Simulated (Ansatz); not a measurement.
Consider the ligand exchange at the In–C bond: `C[CH2][In]([NH2])[NH2]` + H₂S → `[NH2][In]([NH2])[SH]` + `CC`.

Calculated with Ansatz (gas phase, PBE0-D4/def2-TZVP geometries, no zero-point term in ΔE). CBS: MP2 limit from def2 TZ/QZ plus the TZ coupled-cluster correction, frozen cores. This one scheme is used for every species. Functionals use def2-TZVPP. B3LYP here is the variant with VWN-RPA as its local correlation; programs differ in this. HSE06 is defined as in plane-wave codes. Elements past krypton have def2 core potentials. For In outer-core shells are correlated without core-valence functions, which leaves a few kJ/mol of doubt a bond. Each species was taken in one conformer, which may not be the lowest.

`C[CH2][In]([NH2])[NH2]`:

Cartesian coordinates in Å:
```
C 0.941 1.612 1.208
C 1.163 0.852 -0.094
In -0.338 -0.635 -0.503
N -0.279 -2.025 -1.977
N -2.017 -0.783 0.626
H -0.018 2.137 1.214
H 1.721 2.363 1.372
H 0.949 0.946 2.075
H 1.181 1.537 -0.946
H 2.131 0.344 -0.092
H 0.285 -1.849 -2.794
H -1.147 -2.456 -2.261
H -2.551 -1.638 0.610
H -2.023 -0.405 1.561
```

H₂S:

Z-matrix (Å, degrees):
```
S
H 1 1.341
H 1 1.341 2 92.3
```

`[NH2][In]([NH2])[SH]`:

```xyz
9

N    -0.187   -0.393   -1.743
In   -0.016    0.179    0.189
N     0.489   -1.152    1.621
S    -0.409    2.444    0.820
H     0.350   -1.206   -2.013
H    -0.048    0.328   -2.435
H     0.209   -0.922    2.563
H     0.256   -2.118    1.439
H    -0.645    2.840   -0.441
```

`CC`:

Z-matrix (Å, degrees):
```
C
C 1 1.519
H 1 1.093 2 111.4
H 1 1.093 2 111.4 3 120.0
H 1 1.093 2 111.4 3 -120.0
H 2 1.093 1 111.4 3 180.0
H 2 1.093 1 111.4 3 -60.0
H 2 1.093 1 111.4 3 60.0
```

(1) Is it downhill or uphill in electronic energy at CCSD(T)/CBS, and by how much? (Best estimate.)

(2) What do these levels give: B3LYP-D4, HSE06-D4, BHLYP-D4, ωB97X-V, PBE, CCSD(T)/def2-SVP? (An estimate is asked.)

(3) What do rigid-rotor, harmonic-oscillator terms from PBE0-D4/def2-TZVP frequencies (298.15 K, 1 bar) make of the CCSD(T)/CBS value? (An estimate is asked.)

Largest T1 diagnostic among the species: 0.014.

Results:

(1) The calculation gave: Downhill: ΔE = -27.5 kcal/mol.

(2) Ansatz gave: B3LYP-D4 -28.6, HSE06-D4 -29.2, BHLYP-D4 -30.0, ωB97X-V -28.4, PBE -28.6, CCSD(T)/def2-SVP -28.6 kcal/mol.

(3) Ansatz gave: ΔZPE = +2.8 kcal/mol, ΔH = -25.3 kcal/mol, ΔS = -14 J/(mol·K), ΔG = -24.3 kcal/mol. Modes under 50 cm⁻¹ make the entropy rough.

From BLYP to BHLYP (50 % exact exchange), in def2-TZVPP and without D4, ΔE moves by −1.8 kcal/mol. In def2-TZVPP, CCSD(T) changes the Hartree–Fock value by +5.4 kcal/mol (the triples alone add +0.3 kcal/mol) and MP2 by +5.1 kcal/mol. At CCSD(T), def2-SVP lies −1.1 kcal/mol from the extrapolated value and def2-TZVPP +0.2 kcal/mol.
